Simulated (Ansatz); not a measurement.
`CO[SiH](F)O[SiH2]F` + `F[SiH2]CC[SiH3]` → `CO[SiH](F)CC[SiH2]F` + `F[SiH2]O[SiH3]`  (redistribution)

Isolated molecules relaxed with PBE0-D4/def2-TZVP in Ansatz; ΔE leaves out vibrations. CCSD(T)/CBS is the MP2 limit (def2-TZVPP, def2-QZVPP) plus CCSD(T) − MP2 in def2-TZVPP, frozen cores. DFT in def2-TZVPP. Each species was taken in one conformer, which may not be the lowest.

```tsv
level	ΔE (kJ/mol)	difference from CCSD(T)/CBS
PBE0-D4	21.1	-0.1
ωB97X-V	18.3	-2.9
PBE	21.0	-0.2
r2SCAN	21.8	0.6
MP2/def2-TZVPP	19.2	-2.0
CCSD/def2-TZVPP	20.7	-0.5
HF/def2-QZVPP	20.8	-0.4
MP2/def2-QZVPP	19.8	-1.4
SCS-MP2/def2-QZVPP	18.8	-2.4
MP2/CBS(def2)	19.6	-1.6
CCSD(T)/CBS	21.2	0
```

Largest T1 diagnostic among the species: 0.012.
